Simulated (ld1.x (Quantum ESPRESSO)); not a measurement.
## gold (Au) TM: all-electron and pseudo phase curves

Au (Z = 79), norm-conserving Troullier–Martins (Kleinman–Bylander form), made with ld1.x (Quantum ESPRESSO) 7.5 (PBE, scalar-relativistic). Core [Xe] 4f14, reference 5d9 6s2 6p0. Waves: 6s (bound): rc 2.05 bohr; 6p (bound, empty): rc 3.20 bohr; 5d (bound): rc 1.85 bohr; 5f channel at -0.15 Ry: rc 2.90 bohr. Local part: all-electron potential smoothed inside 3.00 bohr (lloc = -1). Core correction: a·sin(br)/r model core, default radius (core density twice the valence density).

The phase is arctan(r·u′/u) with u = r·R(r), unwrapped; energies in Ry, scanned from -3 to 5 Ry. A pole is an energy at which the radial function vanishes at the test radius. The pseudo phase is shifted by a multiple of π to meet the all-electron one at the reference energy, and phase errors are pseudo minus all-electron; the curves can meet again beyond the range given. Levels narrower than the energy grid can be missing from the lists of poles.

```json
{"channel": "s", "radius (bohr)": "3.49", "reference energy (Ry)": "-0.49", "poles, all-electron": "-0.01, 4.37", "poles, pseudo": "-0.01, 3.50", "unbroken range about the reference energy with phases within 0.05 rad": "below 1.5", "phase error 1 Ry above the reference energy (rad)": "-0.001"}
{"channel": "p", "radius (bohr)": "3.49", "reference energy (Ry)": "-0.08", "poles, all-electron": "0.99", "poles, pseudo": "0.94, 3.69", "unbroken range about the reference energy with phases within 0.05 rad": "below 1.7", "phase error 1 Ry above the reference energy (rad)": "-0.011"}
{"channel": "d", "radius (bohr)": "3.49", "reference energy (Ry)": "-0.66", "poles, all-electron": "-0.60, 2.71", "poles, pseudo": "-0.60, 2.99", "unbroken range about the reference energy with phases within 0.05 rad": "below 0.6", "phase error 1 Ry above the reference energy (rad)": "+0.018"}
{"channel": "f", "radius (bohr)": "3.49", "reference energy (Ry)": "-0.15", "poles, all-electron": "2.28", "poles, pseudo": "2.36", "unbroken range about the reference energy with phases within 0.05 rad": "below 2.9", "phase error 1 Ry above the reference energy (rad)": "+0.003"}
```

Phases in the f channel:

| E (Ry) | all-electron | pseudo |
| --- | --- | --- |
| -3.00 | 1.422 | 1.422 |
| -2.76 | 1.417 | 1.417 |
| -2.52 | 1.411 | 1.411 |
| -2.28 | 1.405 | 1.405 |
| -2.04 | 1.398 | 1.398 |
| -1.80 | 1.390 | 1.390 |
| -1.56 | 1.381 | 1.381 |
| -1.32 | 1.370 | 1.370 |
| -1.08 | 1.358 | 1.358 |
| -0.84 | 1.343 | 1.343 |
| -0.60 | 1.324 | 1.324 |
| -0.36 | 1.301 | 1.301 |
| -0.12 | 1.270 | 1.270 |
| 0.12 | 1.226 | 1.226 |
| 0.36 | 1.161 | 1.161 |
| 0.60 | 1.050 | 1.051 |
| 0.84 | 0.825 | 0.828 |
| 1.08 | 0.257 | 0.274 |
| 1.32 | -0.690 | -0.661 |
| 1.56 | -1.182 | -1.161 |
| 1.80 | -1.386 | -1.368 |
| 2.04 | -1.496 | -1.479 |
| 2.28 | -1.572 | -1.551 |
| 2.52 | -1.635 | -1.608 |
| 2.76 | -1.700 | -1.660 |
| 3.00 | -1.782 | -1.715 |
| 3.24 | -1.917 | -1.785 |
| 3.48 | -2.238 | -1.891 |
| 3.72 | -3.265 | -2.098 |
| 3.96 | -4.144 | -2.647 |
| 4.20 | -4.409 | -3.701 |
| 4.44 | -4.523 | -4.217 |
| 4.68 | -4.587 | -4.410 |
| 4.92 | -4.630 | -4.507 |
